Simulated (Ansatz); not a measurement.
A nudged elastic band was laid between two geometries of C2H7AlSi (11 atoms, charge 0, multiplicity 1).

Computed with RKS PBE0-D4/def2-SVP (Ansatz 0.2.0).

* movable images: 5
* climbing image: yes
* spring: 5.0 eV/Å²
* optimiser: quadratic models (default)
* start path: through a guess of the saddle point
* force threshold: 0.05 eV/Å
* iteration limit: 60
* end points: relaxed

First end point:

```xyz
11
Properties=species:S:1:pos:R:3
C -1.121 1.844 0.375
C -0.041 1.082 0.584
Si -0.056 -0.795 0.595
Al 1.193 -1.671 -1.338
H -2.118 1.410 0.232
H -1.063 2.938 0.347
H 0.927 1.585 0.721
H -1.482 -1.259 0.606
H 0.592 -1.296 1.856
H 2.521 -0.929 -1.822
H 0.713 -2.967 -2.135
```

Last end point:

```xyz
11
Properties=species:S:1:pos:R:3
C -0.853 1.733 -0.035
C -0.201 1.024 0.894
Si 0.048 -0.847 0.829
Al 0.903 -1.491 -1.387
H -1.297 1.266 -0.924
H -0.990 2.817 0.048
H 0.212 1.568 1.753
H -1.225 -1.546 1.204
H 1.056 -1.218 1.879
H 2.227 -0.787 -1.929
H 0.187 -2.575 -2.311
```

Task: What changes between the two ends?

Result: No bond is made or broken.

Task: Give the energies along the band, and the barrier.

Result: It converged. The highest image is number 6 of 0 to 6, 1.4 kcal/mol above the first end and 0.0 kcal/mol above the last; the last end lies 1.4 kcal/mol above the first. The highest image is an end point: on this band no image between the ends rises above it.

| image | path coordinate (Å) | energy (kcal/mol) |
| --- | --- | --- |
| 0 | 0.00 | 0.0 |
| 1 | 0.53 | 0.1 |
| 2 | 1.05 | 0.3 |
| 3 | 1.58 | 0.8 |
| 4 | 2.10 | 1.2 |
| 5 | 2.63 | 1.4 |
| 6 | 2.70 | 1.4 |

The band took 17 iterations and of the order of 6 core-minutes.

Run time: 2.9 min on 2 threads of AMD EPYC 7B13 (Zen 3) (shared host), peak memory 0.24 GiB.
